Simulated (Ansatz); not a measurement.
System: sum formula SiBr2F2, charge 0, multiplicity 1. 
Geometry from a B3LYP-D3(BJ)/def2-TZVP (Ansatz, a quantum-chemistry and plane-wave program) optimisation:
```xyz
5

Si    -0.0274    -0.6667     0.0171
F     -0.0188    -1.5699     1.3120
F     -0.1128    -1.6312    -1.2299
Br    -1.7949     0.6213     0.0514
Br     1.8397     0.4685    -0.0793
```

Quantity: atomisation energy (electronic, to ground-state atoms), in kcal/mol. Valence correlation only, unless marked. Open shells are spin-unrestricted. Spin-orbit coupling is left out. Frozen are the shells of the preceding noble gas and the d and f shells that filled before the atom's block. No relativistic terms. The coupled-cluster limit lacks core correlation, which all-electron functionals hold. CBS marks a two-point X^-3 extrapolation of the correlation energy; Hartree-Fock from the larger set.

```csv
level,program,atomisation energy (kcal/mol)
HF/def2-SVPD,Ansatz,312.5
BLYP-D4/def2-TZVPD,Ansatz + dftd4,437.9
revPBE-D4/def2-TZVPD,Ansatz + dftd4,436.8
BHLYP/def2-TZVPD,Ansatz,415.0
```

Task: Predict the CCSD(T)/CBS(def2-TZVPP,def2-QZVPP) result (Ansatz).

Result: 449.7 kcal/mol, so BHLYP/def2-TZVPD differs from it by -34.7 kcal/mol.
